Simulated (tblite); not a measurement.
Species: C4H10SSi.
Z-matrix (Å and degrees, GFN2-xTB geometry), rows numbered from 1:
```
C 
S   1  1.8140
C   2  1.8279  1   99.09
C   3  1.5355  2  112.32  1   174.27
Si  4  1.9117  3   90.55  2   135.55
C   3  1.5376  2  114.64  1   -72.11
H   1  1.0847  2  106.93  3   178.24
H   1  1.0871  2  109.56  3   -62.47
H   1  1.0862  2  109.48  3    59.03
H   3  1.0912  2  106.44  1    51.81
H   4  1.0886  3  110.76  2    20.12
H   4  1.0871  3  113.81  2  -101.07
H   5  1.4597  4  117.52  3  -125.05
H   5  1.4627  4  114.82  3    99.71
H   6  1.0889  3  111.13  2   -18.76
H   6  1.0882  3  114.01  2   103.23
```

Computed with GFN2-xTB (tblite): harmonic, unscaled wavenumbers at the GFN2-xTB geometry, gas phase. Against measured fundamentals such values can be off by several per cent, at times by over 20. Modes of hydrogen on silicon can be 10 to 20 % off. One conformer, not necessarily the lowest.

Harmonic wavenumbers (cm⁻¹): 59.3, 65.5, 138.2, 168.7, 294.2, 319.7, 439.9, 449.0, 490.6, 608.4, 675.5, 690.1, 717.0, 734.8, 763.3, 810.3, 813.8, 944.5, 947.0, 978.6, 1010.1, 1071.9, 1110.7, 1182.3, 1193.4, 1237.6, 1253.8, 1316.3, 1453.0, 1454.8, 1463.7, 1468.2, 2267.4, 2290.3, 2945.1, 2995.6, 3003.4, 3005.1, 3013.9, 3016.7, 3026.2, 3062.3.

A = 5852, B = 1248, C = 1114 MHz; mass 118.027 u (most abundant isotopes); point group C1, symmetry number 1.

Task: What is the zero-point energy?

Result: ½Σν̃ = 27475 cm⁻¹ = 328.68 kJ/mol.

Task: Give the ideal-gas entropy at 350 K and 1 bar in the rigid-rotor, harmonic-oscillator model (classical rotation).

Result: Translation 171.69, rotation 119.45, vibration 111.00: S = 402.1 J/(mol K).

Task: And Cp and H(350 K) − H(0)?

Result: Cp = 156.41 J/(mol K), of which vibrations give 123.15 (their classical limit is 42 R = 349.2); H(350 K) − H(0) = 32.34 kJ/mol without the zero-point energy, 20.70 from vibrations.

Task: Blend soft modes into free rotors: weight 1/[1 + (100 cm⁻¹/ν̃)⁴] for the oscillator and the rest for a rotor with moment μB/(μ + B), μ = h/(8π²ν), B = 10⁻⁴⁴ kg m². What vibrational entropy results?

Result: 101.70 J/(mol K) in place of 111.00, which changes −T·S at 350 K by +3.26 kJ/mol.

Task: Which modes carry the vibrational entropy at 350 K?

Result: 59.3 cm⁻¹: 20.07; 65.5 cm⁻¹: 19.25; 138.2 cm⁻¹: 13.13; 168.7 cm⁻¹: 11.52; 294.2 cm⁻¹: 7.22; 319.7 cm⁻¹: 6.62 J/(mol K); the other 36 give 33.19 together.

Hindered rotation and anharmonicity are outside this model. Other conformers, if any are populated, would add a mixing term that is left out. The structure is chiral; the term R ln 2 for an equal mix with its mirror image is left out.
